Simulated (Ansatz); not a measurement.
Input file for Ansatz (a first-principles code): R-B2PLYP/def2-TZVPP on H2O (SMILES O).

Ansatz 0.2 input:
```yaml
crystal:
  periodic: [false, false, false]
  atoms:
    - {symbol: O, position_ang: [-0.00000000, 0.00000000, 0.38961139]}
    - {symbol: H, position_ang: [0.00000000, 0.76498632, -0.19485569]}
    - {symbol: H, position_ang: [0.00000000, -0.76498632, -0.19485569]}
basis:
  gaussian:
    orbitals: def2-TZVPP
hamiltonian:
  xc: {name: B2PLYP}
magnetization: {spin_polarized: false}
correlation: {electrons: outside_noble_gas}
scf: {lower_state_search: off}
```

The log:

```
WARN ansatz: RAYON_NUM_THREADS=4 ignored (pool sized by the plan → 4); use --threads N
Functional definition: B2PLYP
these checks for a lower state are left out or cut short: stability, starts, cluster_reference, orbital_swaps, neighbouring_geometries, increment
integrals: 0.01 GiB planned
361 factors; integrals over basis functions are off by at most 7.6e-4 eV
mean field: 0.10 GiB planned
mean field evaluation 1: about -2074.0663 eV, gradient 4.3e1 eV
mean field evaluation 2: about -2074.0664 eV, gradient 4.3e1 eV
mean field evaluation 4: about -2077.0330 eV, gradient 8.3e-1 eV
mean field evaluation 8: about -2077.0347 eV, gradient 4.7e-3 eV
mean field evaluation 16: about -2077.0347 eV, gradient 8.6e-7 eV
mean field -2077.03473615 eV, -76.3296186887 hartree, gradient 8.6e-7 eV, S^2 0.000000; 0 other end points of the search recorded, 0 dependent functions left out
1 core orbitals not correlated
reference -2077.03482147 eV, -76.3296218244 hartree; 4, 4 occupied and 54, 54 virtual orbitals, 361 factors
second order -8.42828356 eV of doubles, -0.00000000 eV of singles
Total energy: -2079.31045804 eV, -76.4132499256 hartree
Checks for a lower state left out: stability, starts, cluster_reference, orbital_swaps, neighbouring_geometries, increment
```

The calculation finished and met its thresholds.

Cost: around 0.5 core-seconds (rough).
